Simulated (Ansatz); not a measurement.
Reaction (formal exchange of groups at a B–F bond): `CB(F)BCl` + BH₃ → `BB(C)BCl` + H–F

Isolated molecules relaxed with PBE0-D4/def2-TZVP in Ansatz; ΔE leaves out vibrations. CBS: MP2 limit from def2 TZ/QZ plus the TZ coupled-cluster correction, frozen cores. This one scheme is used for every species. DFT in def2-TZVPP. B3LYP here is the variant with VWN-RPA as its local correlation; programs differ in this. HSE06 is defined as in plane-wave codes. Each species was taken in one conformer, which may not be the lowest.

| level | ΔE (kcal/mol) |
| --- | --- |
| LDA (SPW92) | 25.2 |
| r2SCAN-D4 | 28.6 |
| HSE06-D4 | 27.4 |
| B3LYP | 32.1 |
| r2SCAN0 | 30.0 |
| CAM-B3LYP | 33.7 |
| LC-ωPBE | 30.7 |
| SCS-MP2/def2-QZVPP | 32.6 |

What does CCSD(T)/CBS give? (Best estimate.)

The calculation gave: +30.0 kcal/mol. The listed levels differ from it by -4.8, -1.4, -2.6, 2.1, 0.0, 3.7, 0.7, 2.6 kcal/mol.

Largest T1 diagnostic among the species: 0.014.

The D4 term adds −1.4 kcal/mol with B3LYP and −0.8 kcal/mol with PBE0; it sums over pairs of atoms, weighted by their polarisabilities, and B3LYP, whose exchange is more repulsive, gets the larger term. In def2-TZVPP, CCSD(T) changes the Hartree–Fock value by −7.4 kcal/mol (the triples alone add −0.8 kcal/mol) and MP2 by −7.3 kcal/mol. Leaving LDA and LC-ωPBE aside and taking each functional with its dispersion term where it has one, the values, not all of them listed here, spread over 8.0 kcal/mol, from revPBE-D4 to BHLYP-D4. LDA lies −1.3 kcal/mol from PBE without D4.
